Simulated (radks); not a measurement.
Ge+, configuration [Ar] 3d10 4s2 4p1.

Calculated with a radial shooting solver on a logarithmic mesh with Libxc functionals: scalar-relativistic Kohn-Sham, PBE, spin-unpolarised, spherical densities, finite nucleus; Fermi nuclear charge, rms radius 4.0742 fm.

Energy parts (hartree):
| part | energy |
|---|---|
| total | -2098.54682 |
| kinetic | 2136.55330 |
| electron-nucleus | -5047.62480 |
| Hartree | 891.80103 |
| exchange-correlation | -79.27634 |

Orbitals (lengths in bohr, moments of r in powers of bohr; r(max) is where P^2 peaks):
\begin{tabular}{lrrrrr}
orbital & occ. & eigenvalue (hartree) & <r> & r(max) & <r^2> \\ \hline
1s & 2 & -403.1452 & 0.04700 & 0.03073 & 0.002973 \\
2s & 2 & -50.74413 & 0.2100 & 0.1760 & 0.05203 \\
2p & 6 & -44.38437 & 0.1837 & 0.1412 & 0.04136 \\
3s & 2 & -6.52354 & 0.6242 & 0.5424 & 0.4495 \\
3p & 6 & -4.58071 & 0.6470 & 0.5431 & 0.4929 \\
3d & 10 & -1.40820 & 0.7349 & 0.5037 & 0.6922 \\
4s & 2 & -0.72980 & 2.030 & 1.712 & 4.723 \\
4p & 1 & -0.41315 & 2.555 & 2.086 & 7.584 \\
\end{tabular}

The highest occupied level is 4p at -11.242 eV. The density falls to 0.001 e/bohr^3 at r = 3.94 bohr. Summed over all electrons, <r^2> = 28.17 bohr^2, which gives a Langevin (diamagnetic) susceptibility term of -22.3 x 10^-6 cm^3/mol. The electron density at the nucleus is 3.21e+04 e/bohr^3 (large components only).
